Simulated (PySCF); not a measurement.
**How methods differ on the ionisation energy of I¹¹⁺**

I¹¹⁺ [Kr] 4d6 (5D) → I¹²⁺ [Kr] 4d5 (6S), as a difference of total energies. Calculation: PySCF 2.14, in an uncontracted even-tempered set (21 s from 0.39 bohr⁻², ratio 2.5; 15 p from 0.51 bohr⁻², ratio 2.5; 10 d from 0.51 bohr⁻², ratio 2.5; 4 f from 3.1 bohr⁻², ratio 2.7; 4 g from 4.6 bohr⁻², ratio 2.7); scalar relativity by spin-free X2C-1e. Correlated levels: outer shells: [Ar] 3d10 frozen; virtual orbitals above 40 to 60 times the deepest correlated orbital energy dropped. The calculations carry no spin-orbit coupling.

```tsv
method	ionisation energy (eV)
UHF	246.17
LDA	248.48
PBE	248.31
PBE0	248.22
r2SCAN	247.94
MP2 (outer shells)	247.14
SCS-MP2 (outer shells)	247.21
```

Problem. How much does correlation contribute at MP2 (outer shells)?

Solution. 247.14 − (246.17) = 0.97 eV, measured against UHF.

A first-order spin-orbit estimate (lowest level to lowest level, LS coupling) adds 0.783 eV.

For comparison: 247 ± 2.5 eV (theoretical estimate listed by NIST; NIST Atomic Spectra Database, ionization energies).
